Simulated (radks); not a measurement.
Values are calculated unless marked as measured or tabulated.
All-electron atom: Co+ in [Ar] 3d8.

Level of theory: non-relativistic Kohn-Sham, LDA (Slater exchange, Perdew-Wang correlation), spin-unpolarised, spherical densities, point nucleus (a radial shooting solver on a logarithmic mesh with Libxc functionals).

Energy parts (hartree):
| part | energy |
|---|---|
| total | -1379.85433 |
| kinetic | 1378.24707 |
| electron-nucleus | -3287.61749 |
| Hartree | 586.04437 |
| exchange-correlation | -56.52828 |

Orbitals (lengths in bohr, moments of r in powers of bohr; r(90%) holds 90 % of the orbital's charge):
| orbital | occ. | eigenvalue (hartree) | r(90%) |
|---|---|---|---|
| 1s | 2 | -275.7313 | 0.102 |
| 2s | 2 | -32.46352 | 0.401 |
| 2p | 6 | -28.23901 | 0.370 |
| 3s | 2 | -3.76569 | 1.19 |
| 3p | 6 | -2.50743 | 1.28 |
| 3d | 8 | -0.46465 | 2.03 |
| 4s | 0 | -0.41005 | 4.13 |
| 4p | 0 | -0.23475 | 5.40 |

The highest occupied level is 3d at -12.644 eV. Virial ratio -V/T = 2.00117. For comparison, the ionisation energy in NIST's Atomic Spectra Database is 17.084 eV (measured). In exact Kohn-Sham theory the highest level is minus the ionisation energy, but local and semilocal functionals leave it too shallow, through self-interaction and a potential that decays too fast; potentials with the right tail come closer.

Beside tabulated values, note that spin-unpolarised runs miss the spin-polarisation part of the exchange energy of open shells.
